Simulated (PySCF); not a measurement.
Some computed properties have been withheld. Give your best values.

AlCl2(SiH3).
Geometry (PBE0-D3(BJ)/def2-SVP, Å), atoms numbered from 1 in this order:
```
atom  x, y, z in Å
Al1    0.6452    1.1198    0.0112
Cl2    2.7457    1.1724    0.0403
Cl3   -0.3272    2.9817   -0.0613
Si4   -0.5743   -0.9841    0.0128
H5    -1.9102   -0.8213    0.6630
H6     0.2037   -2.0369    0.7344
H7    -0.7829   -1.4316   -1.4004
```

```csv
property,level,value
point group,PBE0-D3(BJ)/def2-SVP,Cs
"rotational constants A, B, C",PBE0-D3(BJ)/def2-SVP,"2.212, 1.798, 1.004 GHz"
dipole moment,wB97X-D/def2-SVPD,1.77 D
HOMO energy,wB97X-D/def2-SVPD,?
LUMO energy,wB97X-D/def2-SVPD,-0.24 eV
lowest singlet excitation,TDDFT wB97X-D/def2-SVPD,"5.48 eV (226 nm, f = 0.027)"
strongest line among the 15 lowest singlet transitions,TDDFT wB97X-D/def2-SVPD,"S3 at 6.78 eV (183 nm, f = 0.351)"
lowest triplet excitation (Tamm–Dancoff),TDA wB97X-D/def2-SVPD,?
static isotropic polarisability,wB97X-D/def2-SVPD,84.0 au
vertical ionisation energy,ΔSCF wB97X-D/def2-SVPD,10.49 eV
vertical electron affinity,ΔSCF wB97X-D/def2-SVPD,0.25 eV
electronic spatial extent ⟨r²⟩ about the centre of nuclear charge,wB97X-D/def2-SVPD,1067 bohr²
1H chemical shifts (computed TMS as zero) by class,GIAO B3LYP/pcSseg-1 (pcSseg-2 on Al),3.26 (H5/H6/H7) ppm
"isotropic shieldings of nuclei other than C and H, by class",GIAO B3LYP/pcSseg-1 (pcSseg-2 on Al),"343 (Al1), 462 (Si4), 808 (Cl2/Cl3) ppm"
core binding energies,"ΔSCF SCAN, pcX-2 on the ionised atom, pcseg-1 elsewhere, spin-free X2C, 2p3/2 from a spin–orbit splitting computed afterwards within the 2p shell",?
```

The electronic properties come from PySCF, for the isolated species, density fitting.

**Question.** The HOMO energy?

**Answer.** -10.23 eV.

**Question.** Give the lowest triplet excitation (Tamm–Dancoff).

**Answer.** 4.63 eV.

**Question.** Give the core binding energies.

**Answer.** Si2p3/2 106.9 (Si4), Cl2p3/2 205.9 (Cl2/Cl3), Al1s 1568.5 (Al1), Si1s 1846.6 (Si4), Cl1s 2828.5 (Cl2/Cl3) eV.

With B = h/(8π²I), that is 505.379 GHz u Å² over I, the principal moments of inertia are 228.5, 281.0 and 503.5 u Å² (most abundant isotopes); the inertial defect Ic − Ia − Ib is -6.0 u Å² (zero for a rigid planar frame, negative otherwise). The polarisability is 12.45 Å³ as a volume (1 au = 0.148185 Å³), or 1.31 au for each of the 64 electrons. In wavenumbers S1 is 44200 cm⁻¹ (1 eV = 8065.54 cm⁻¹). The ΔSCF ionisation energy exceeds −ε(HOMO) by 0.26 eV with wB97X-D. From the two ΔSCF values, the fundamental gap I − A is 10.24 eV and the Mulliken electronegativity (I + A)/2 is 5.37 eV.

For the core-ionisation job (SCAN ΔSCF), hardware: x86-64 server, one thread, no GPU, on a shared host. Cost: 17 s.
